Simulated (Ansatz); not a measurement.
C$_{6}$H$_{3}$In (`C#[C][In]([C]#C)[C]#C`), relaxed with RKS PBE0-D4/def2-TZVP in Ansatz from a GFN2-xTB geometry. The force threshold is 0.005 eV/Å; the program also tests the step.

Total charge 0; spin multiplicity 1. In: def2 effective core potential.

Start:

```xyz
10

C    -0.058    0.317    3.327
C    -0.041    0.202    2.128
In   -0.001   -0.001   -0.002
C     0.302   -1.925   -0.888
C     0.471   -3.009   -1.385
C    -0.265    1.722   -1.243
C    -0.410    2.693   -1.941
H    -0.077    0.417    4.378
H     0.618   -3.961   -1.821
H    -0.540    3.545   -2.552
```

| step | energy (eV) | largest force (eV/Å) | largest move (Å) |
| --- | --- | --- | --- |
| 1 | -11433.0456 | 1.255 | 0.000 |
| 2 | -11433.1505 | 0.297 | 0.087 |
| 3 | -11433.1602 | 0.020 | 0.020 |
| 4 | -11433.1603 | 0.006 | 0.001 |
| 5 | -11433.1603 | 0.000 | 0.002 |

End:

```xyz
10

C    -0.058    0.310    3.265
C    -0.037    0.196    2.062
In    0.000    0.000    0.000
C     0.291   -1.864   -0.859
C     0.461   -2.950   -1.359
C    -0.255    1.667   -1.204
C    -0.403    2.640   -1.905
H    -0.077    0.411    4.326
H     0.611   -3.909   -1.801
H    -0.533    3.498   -2.524
```

Run time 14 s (2 threads of an AMD EPYC 7R13 on a shared host and a share of an NVIDIA H100 80 GB); peak host memory 0.87 GiB.
